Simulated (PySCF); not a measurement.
ZrCl3, SMILES [Cl][Zr+]([Cl])[Cl], charge +1, multiplicity 1. Coordinates come from a B3LYP-D3(BJ)/def2-SVP optimisation. The spin state was assumed, not searched. The isomer is the one that the SMILES or the coordinates give; other isomers of the formula were not compared. The def2 effective core potentials stand for the cores of Zr; spin–orbit coupling is left out.

These are PySCF 2.14.0 with B3LYP-D3(BJ)/def2-SVP values and carry that method's errors.

Harmonic wavenumbers (cm⁻¹): 90, 111, 112, 433, 468, 468. Rotational constants (GHz): 1.854, 1.854, 1.036; symmetry number 3.

### Question
Work out the zero-point energy and the ideal-gas rigid-rotor harmonic-oscillator thermochemistry at 298.15 K and 1 atm.

### Answer
ZPE = ½ Σ hcν = ½ × 1682 cm⁻¹ = 10.06 kJ/mol. H − E(el) = 27.74 kJ/mol. Entropy in J/(mol K): translation 174.67, rotation 111.75, vibration 52.25, total 338.67. G − E(el) = -73.24 kJ/mol. Cp = 74.58 J/(mol K). Modes under 150 cm⁻¹ make the vibrational entropy uncertain.
